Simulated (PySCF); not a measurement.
C₆H₇S (doublet state).
Geometry (GFN2-xTB, Å), atoms numbered from 1 in this order:
```xyz
14
C6H7S angstrom
C      3.4200    0.5506    0.1130
C      2.2342    0.0110    0.1151
S      1.4669   -1.4368   -0.1846
C      0.1332   -1.3496    1.1309
C     -0.9731   -0.5461    0.6945
C     -1.8639    0.1346    0.2658
C     -2.9711    0.9354   -0.2040
H      4.3469   -0.0117    0.0263
H      3.5418    1.6162    0.2359
H     -0.1691   -2.3848    1.2933
H      0.6027   -0.9427    2.0262
H     -2.6041    1.8772   -0.6107
H     -3.6532    1.1473    0.6194
H     -3.5119    0.3988   -0.9832
```

The hyperfine couplings belong to this conformer and change with its torsions.

The species is `C=[C]SCC#CC` [radical].

Theory: UKS B3LYP, pcH-1 on C H S, non-relativistic, mean-field spin-orbit, GIAO in PySCF 2.14.0. Geometry: GFN2-xTB, one conformer, isolated molecule. A GFN2-xTB geometry isn't a minimum of the functional, and hyperfine couplings can be far from their values at a DFT geometry. The frame is twisted about the C1–C2 bond at this geometry (dihedral H8–C1–C2–S3 = -11°); couplings at other torsion angles weren't computed. The SCF solution wasn't tested for stability.

Q: Match the computed a_iso(1H) values +139.5, +88.3, -2.2, +1.4 MHz (means over equivalent nuclei) with the sites H8; H9; H10/H11; H12/H13/H14.

A: 
```csv
site,a_iso (MHz),ρ(0) (bohr⁻³),position,distance from C2 (Å),bound to,spin population there,largest |T| (MHz)
H8,+139.5,+0.0312,2 bonds from C2,2.11,C1,-0.07,6.7
H9,+88.3,+0.0198,2 bonds from C2,2.07,C1,-0.07,11.2
H10/H11,-2.2,-0.0005,3 bonds from C2,3.14,C4,+0.02,5.5
H12/H13/H14,+1.4,+0.0003,6 bonds from C2,5.71,C7,0.00,1.0
```

ρ(0) is the spin density at the nucleus and T the dipolar tensor; a_iso includes a spin–orbit part; entries for several nuclei are means. The Mulliken spin populations are largest on C2 (+0.78), S3 (+0.14), H8 (+0.08) and C1 (-0.07).

The spin density at the nucleus, in bohr⁻³, is negative for S3 (-0.0028), for instance. A restricted open-shell determinant has no negative spin density anywhere; here it arises because α and β orbitals differ (spin polarisation).

Class means assume fast exchange of nuclei equivalent by connectivity; if that motion is slow, each nucleus keeps its own coupling.
